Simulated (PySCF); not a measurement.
C₂H₂N₃, SMILES [c]1nc[nH]n1, multiplicity 2. The structure is a stationary point at B3LYP-D3(BJ)/def2-SVP. The isomer is the one that the SMILES or the coordinates give; other isomers of the formula were not compared.

These are B3LYP-D3(BJ)/def2-SVP in PySCF 2.14.0 values and carry that method's errors.

Harmonic wavenumbers (cm⁻¹): 588, 669, 680, 851, 934, 984, 1066, 1141, 1251, 1312, 1372, 1459, 1513, 3249, 3628. Rotational constants (GHz): 11.53, 9.873, 5.319; symmetry number 1.

Q: Work out the zero-point energy and the ideal-gas rigid-rotor harmonic-oscillator thermochemistry at 298.15 K and 1 atm.

A: ZPE = ½ Σ hcν = ½ × 20697 cm⁻¹ = 29.59 kcal/mol. H − E(el) = 32.37 kcal/mol. Entropy in cal/(mol K): translation 38.57, rotation 23.79, vibration 1.77, spin 1.38, total 65.50. G − E(el) = 12.84 kcal/mol. Cp = 13.33 cal/(mol K).
